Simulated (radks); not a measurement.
Values are calculated unless marked as measured or tabulated.
Ce23+, 35 electrons, occupied as [Ar] 3d10 4s2 4p5 (the NIST ground configuration). Level of theory: scalar-relativistic Kohn-Sham, PBE, spin-unpolarised, spherical densities, point nucleus (a radial shooting solver on a logarithmic mesh with Libxc functionals).

Normalised radial functions P(r) = r R(r), r in bohr:

```
   r/bohr * 2p, o 3s, + 3d (the largest magnitude, 3.18, reaches the edge; | marks zero, & curves that meet)
 0.002582                             &  o
 0.003309                             +*  o
  0.00424                             +*  o
  0.00539                             +*   o
 0.006908                             + *   o
 0.008781                             +  *  o
  0.01125                             +   * o
  0.01431                             +     &
  0.01833                             +    o   *
   0.0233                             |+ o        *
  0.02986                             o+              *
  0.03796                          o  | +                 *
  0.04865                      o      |  +                    *
  0.06185                   o         |    +                     *
  0.07925                   o         |      +                   *
   0.1016                      o      |          +            *
   0.1291                             |o            +    *
   0.1654                             |         o *    +
   0.2103                             |     *          &
   0.2695                             | *             + o
   0.3426                             |*          + o
   0.4391                             *      +o
   0.5582                             *  &
   0.7153                             *&
   0.9093                             &
    1.165                             &
    1.481                             &
    1.898                             &
```

2p: eigenvalue -6457.8 eV, 0 radial nodes, <r> = 0.0923 bohr, 90 % of the charge inside 0.150 bohr. 3s: eigenvalue -2036.5 eV, 2 radial nodes at r = 0.0306, 0.126 bohr, <r> = 0.276 bohr, 90 % of the charge inside 0.404 bohr. 3d: eigenvalue -1523.5 eV, 0 radial nodes, <r> = 0.249 bohr, 90 % of the charge inside 0.388 bohr.
